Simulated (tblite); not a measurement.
Species: C4H10FGe2N.
Atom-mapped SMILES: `[CH3:1][C:2]#[C:3][Ge@@H:4]([NH2:5])[C@@H:6]([F:7])[GeH3:8]` (hydrogens: H9, H10, H11 on C1; H12 on Ge4; H13, H14 on N5; H15 on C6; H16, H17, H18 on Ge8)

Computed with GFN2-xTB (tblite), gas phase: L-BFGS steps from a force-field or distance-geometry start until the largest atomic force falls under 0.01 eV/Å.

The end geometry, which sets the zero of energy:
```
atom  x, y, z in Å
C1      3.4045   -1.4139    0.4821
C2      2.2753   -0.5178    0.3706
C3      1.3390    0.2353    0.2737
Ge4    -0.1609    1.3872    0.1274
N5     -0.4663    1.6496   -1.6405
C6     -1.8039    0.5064    0.8262
F7     -2.8272    1.4637    0.7873
Ge8    -2.4278   -1.0614   -0.1966
H9      3.0579   -2.4463    0.5169
H10     4.0628   -1.2901   -0.3772
H11     3.9634   -1.1965    1.3918
H12     0.1027    2.6511    0.9402
H13    -1.3249    2.1340   -1.8651
H14     0.2833    2.0571   -2.1817
H15    -1.6792    0.2521    1.8824
H16    -3.7189   -1.5427    0.3929
H17    -1.4179   -2.1583   -0.1202
H18    -2.6708   -0.7034   -1.6217
```

Question: These geometries come from the run, each turned onto the end geometry. Order them by energy, lowest first.
A.
```
atom  x, y, z in Å
C1      3.2739   -1.4892    0.4287
C2      2.1937   -0.5325    0.3338
C3      1.3015    0.2743    0.2514
Ge4    -0.1691    1.4670    0.1312
N5     -0.5029    1.7852   -1.6230
C6     -1.8060    0.5527    0.8028
F7     -2.8816    1.4300    0.6146
Ge8    -2.2336   -1.1366   -0.1271
H9      2.8713   -2.5022    0.4378
H10     3.9422   -1.3789   -0.4251
H11     3.8382   -1.3213    1.3459
H12     0.1343    2.7132    0.9562
H13    -1.3857    2.2443   -1.8047
H14     0.2175    2.2565   -2.1524
H15    -1.7447    0.3862    1.8821
H16    -3.5885   -1.6094    0.3032
H17    -1.2215   -2.1718    0.2397
H18    -2.2480   -0.9614   -1.6066
```
B.
```
atom  x, y, z in Å
C1      3.1772   -1.5256    0.3545
C2      2.1333   -0.5270    0.3157
C3      1.2663    0.3096    0.2823
Ge4    -0.1937    1.5135    0.1721
N5     -0.4644    1.8421   -1.5867
C6     -1.8545    0.5955    0.7785
F7     -2.9393    1.4001    0.4075
Ge8    -2.1012   -1.1804   -0.0479
H9      2.7334   -2.5210    0.3364
H10     3.8275   -1.4116   -0.5122
H11     3.7689   -1.4153    1.2628
H12     0.0792    2.7334    1.0445
H13    -1.3261    2.3164   -1.8203
H14     0.2916    2.2706   -2.1022
H15    -1.8958    0.5339    1.8693
H16    -3.4440   -1.7387    0.3149
H17    -1.0384   -2.1047    0.4514
H18    -2.0290   -1.0846   -1.5320
```
C.
```
atom  x, y, z in Å
C1      3.1483   -1.5331    0.1227
C2      2.0878   -0.5537    0.2202
C3      1.2056    0.2649    0.2983
Ge4    -0.2254    1.5101    0.2386
N5     -0.3021    2.0826   -1.4724
C6     -1.9904    0.6249    0.5624
F7     -2.9070    1.2104   -0.3197
Ge8    -2.0382   -1.3256    0.2518
H9      2.7218   -2.5309    0.0204
H10     3.7619   -1.3240   -0.7539
H11     3.7805   -1.5089    1.0105
H12     0.0269    2.5922    1.2858
H13    -1.1790    2.4894   -1.7696
H14     0.4627    2.6422   -1.8198
H15    -2.3630    0.8562    1.5644
H16    -3.4235   -1.7092   -0.1591
H17    -1.6909   -2.0390    1.5214
H18    -1.0848   -1.7422   -0.8134
```
D.
```
atom  x, y, z in Å
C1      3.1312   -1.5557    0.2885
C2      2.0944   -0.5486    0.2687
C3      1.2380    0.2999    0.2535
Ge4    -0.2002    1.5348    0.1736
N5     -0.3827    2.0235   -1.5582
C6     -1.8998    0.6042    0.6570
F7     -2.9489    1.3115    0.0546
Ge8    -2.0490   -1.2778    0.0737
H9      2.6813   -2.5473    0.2527
H10     3.7846   -1.4310   -0.5743
H11     3.7242   -1.4717    1.1984
H12     0.0692    2.6787    1.1539
H13    -1.2459    2.4905   -1.7972
H14     0.3860    2.5146   -1.9913
H15    -2.0787    0.6756    1.7343
H16    -3.4109   -1.7852    0.4414
H17    -1.0196   -2.1167    0.7605
H18    -1.8821   -1.3934   -1.4014
```
E.
```
atom  x, y, z in Å
C1      3.3428   -1.4520    0.4627
C2      2.2463   -0.5178    0.3430
C3      1.3384    0.2692    0.2437
Ge4    -0.1587    1.4277    0.1192
N5     -0.4898    1.7263   -1.6390
C6     -1.7881    0.5173    0.8144
F7     -2.8428    1.4371    0.7201
Ge8    -2.3375   -1.1027   -0.1667
H9      2.9568   -2.4704    0.4893
H10     4.0194   -1.3501   -0.3850
H11     3.8945   -1.2580    1.3817
H12     0.1097    2.6762    0.9535
H13    -1.3794    2.1635   -1.8370
H14     0.2255    2.1952   -2.1762
H15    -1.6772    0.3007    1.8814
H16    -3.6796   -1.5366    0.3374
H17    -1.3437   -2.1915    0.0729
H18    -2.4455   -0.8280   -1.6270
```

Answer: E (0.002 eV), A (0.005 eV), B (0.012 eV), D (0.023 eV), C (0.060 eV).

In the order of the answer:

| step | E above end (eV) | largest force (eV/Å) | rms force component (eV/Å) | rms distance from end (Å) | rms bond change (Å) | bond most changed (Å) |
| --- | --- | --- | --- | --- | --- | --- |
| 199 | 0.002 | 0.03 | 0.011 | 0.107 | 0.001 | C6–Ge8 -0.001 |
| 173 | 0.005 | 0.04 | 0.011 | 0.209 | 0.001 | C6–Ge8 +0.002 |
| 147 | 0.012 | 0.04 | 0.013 | 0.351 | 0.001 | Ge4–N5 -0.003 |
| 120 | 0.023 | 0.03 | 0.012 | 0.518 | 0.002 | Ge4–C6 +0.006 |
| 57 | 0.060 | 0.07 | 0.019 | 0.832 | 0.003 | Ge4–C6 +0.010 |

What follows is the cost of the whole relaxation. Time: 1.9 s. Hardware: an Arm Neoverse V1 with one thread, shared host with 32 logical CPUs at a one-minute load of 26.
